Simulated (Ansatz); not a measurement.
Gas-phase electronic energies from Ansatz, PBE0-D4/def2-TZVP geometries. CBS: MP2 limit from def2 TZ/QZ plus the TZ coupled-cluster correction, frozen cores. DFT in def2-TZVPP. B3LYP here is the variant with VWN-RPA as its local correlation; programs differ in this. Each species was taken in one conformer, which may not be the lowest.

`N/C(F)=C/[SiH3]` → `C[Si]1(F)CN1`  (isomerisation)

| level | ΔE (eV) | difference from CCSD(T)/CBS |
| --- | --- | --- |
| PBE-D4 | -1.93 | 0.24 |
| ωB97X-V | -2.05 | 0.12 |
| ωB97M-V | -2.09 | 0.08 |
| r2SCAN | -2.03 | 0.14 |
| B3LYP | -1.92 | 0.25 |
| HF/def2-TZVPP | -1.84 | 0.33 |
| MP2/def2-TZVPP | -2.24 | -0.07 |
| SCS-MP2/def2-TZVPP | -2.13 | 0.04 |
| HF/def2-QZVPP | -1.87 | 0.30 |
| CCSD/CBS(def2) | -2.18 | -0.01 |
| CCSD(T)/CBS | -2.17 | 0 |

Largest T1 diagnostic among the species: 0.012.

From PBE to PBE0 (25 % exact exchange), in def2-TZVPP and without D4, ΔE moves by −0.09 eV. In def2-TZVPP, CCSD(T) changes the Hartree–Fock value by −0.24 eV (the triples alone add +0.02 eV) and MP2 by −0.40 eV.
